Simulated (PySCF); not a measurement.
Bond curve of SrBe⁺

Set-up: Sr x2c-SVPall, Be x2c-SVPall; spin-free X2C with a Gaussian nucleus (PySCF 2.14). Energies in eV from Sr⁺ + Be in their ground configurations at the same level. State: ²Σ⁺ (doublet), unpaired electrons σ ↑.

All columns are LC-ωPBE. A positive dipole points towards Be; it is taken about the centre of mass and depends on that origin.

| R (Å) | E (eV) | μ (D) | Mulliken charge on Sr (basis-dependent) | HOMO (eV) | LUMO (eV) | Mayer bond order | ⟨S²⟩ |
| --- | --- | --- | --- | --- | --- | --- | --- |
| 2.755 | -0.226 | -1.94 | 0.28 | -10.00 | -4.70 | 0.67 | 0.80 |
| 2.884 | -0.375 | -1.27 | 0.34 | -10.02 | -4.72 | 0.69 | 0.82 |
| 3.012 | -0.460 | -0.64 | 0.42 | -10.05 | -4.75 | 0.69 | 0.83 |
| 3.108 | -0.494 | -0.22 | 0.47 | -10.08 | -4.77 | 0.67 | 0.83 |
| 3.204 | -0.508 | 0.14 | 0.53 | -10.10 | -4.80 | 0.64 | 0.84 |
| 3.300 | -0.508 | 0.43 | 0.57 | -10.13 | -4.83 | 0.61 | 0.84 |
| 3.428 | -0.492 | 0.72 | 0.64 | -10.17 | -4.88 | 0.56 | 0.84 |
| 3.588 | -0.457 | 0.93 | 0.70 | -10.23 | -4.94 | 0.48 | 0.84 |
| 3.781 | -0.404 | 1.01 | 0.77 | -10.29 | -5.01 | 0.40 | 0.83 |
| 4.037 | -0.329 | 0.91 | 0.84 | -10.38 | -5.09 | 0.30 | 0.81 |

A fit through these points gives, at Re = 3.251 Å, μ = 0.29 D and dμ/dR = 3.03 D/Å; the reduced mass is 8.174 u.

**Question.** How strong is the fundamental in the double-harmonic approximation, I = 42.26·(dμ/dR)²/μred km/mol?

**Answer.** I = 42.26·(3.03)²/8.174 = 47.5 km/mol at LC-ωPBE.

Spin–orbit coupling is left out. For an ion De counts to the pair picked by the measured ionisation energies or electron affinities, which need not be the lowest pair at this level. The state is the lowest determinant that a PBE0 search found; another state may lie lower at other levels.
